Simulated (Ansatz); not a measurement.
One change: `[OH][In]([F])[F]` becomes `[OH][In]([F])[CH2]F`.

Ansatz, PBE0-D4/def2-TZVP geometries, multiplicity 1. Each molecule was computed in one conformer, which needn't be the lowest.

Elements past krypton have def2 core potentials.

```csv
property,`[OH][In]([F])[F]`
LUMO energy (ωB97M-V/def2-TZVPP) / eV,-0.85
HOMO–LUMO gap (PBE/def2-TZVPP) / eV,4.16
LUMO energy (PBE/def2-TZVPP) / eV,-3.78
LUMO energy (PBE0/def2-TZVPP) / eV,-2.84
size of the dipole moment (PBE/def2-TZVPP) / D,2.14
LUMO energy (B3LYP/def2-TZVPP) / eV,-3.24
```

Task: What does the change do to each property? (An estimate is asked.)

Result: The calculation gave: 
| property | `[OH][In]([F])[CH2]F` | shift |
| --- | --- | --- |
| LUMO energy (ωB97M-V/def2-TZVPP) / eV | 0.19 | 1.04 |
| HOMO–LUMO gap (PBE/def2-TZVPP) / eV | 4.46 | 0.30 |
| LUMO energy (PBE/def2-TZVPP) / eV | -2.49 | 1.29 |
| LUMO energy (PBE0/def2-TZVPP) / eV | -1.61 | 1.23 |
| size of the dipole moment (PBE/def2-TZVPP) / D | 3.34 | 1.20 |
| LUMO energy (B3LYP/def2-TZVPP) / eV | -1.98 | 1.26 |

With PBE0 the HOMO rises by 1.30 eV and the LUMO rises by 1.23 eV, so the gap narrows by about 0.07 eV. PBE moves the HOMO by 0.98 eV and ωB97M-V by 1.57 eV. Dipoles are sizes alone; their direction can turn.

B3LYP here is the variant with VWN-RPA as its local correlation; programs differ in this.
